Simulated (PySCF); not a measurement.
**Correlation energy of P³⁺ (phosphorus, charge +3)**

[Ne] 3s2, closed-shell 1S. All numbers are calculated (PySCF 2.14, no relativity, point nucleus, in cc-pV(D+d)Z (4s3p2d, 23 functions)). Frozen: [Ne]; 2 electrons correlated.

Total MP2 correlation energy: -32.22 mhartree.

Same-spin part 0.00 and opposite-spin part -32.22 mhartree; SCS-MP2 scales them by 1/3 and 6/5 to -38.66 mhartree.

With two correlated electrons CCSD is exact within the correlated space (frozen core and kept virtual orbitals).

```tsv
level	correlation energy (mhartree)
CCSD	-48.21
```

Diagnostics: T1 = 0.0040, D1 = 0.0057, largest double amplitude 0.117.

Cost of the coupled-cluster step: 0.06 s of wall time on 1 thread of Neoverse-V1 (shared host), for 2 correlated electrons.
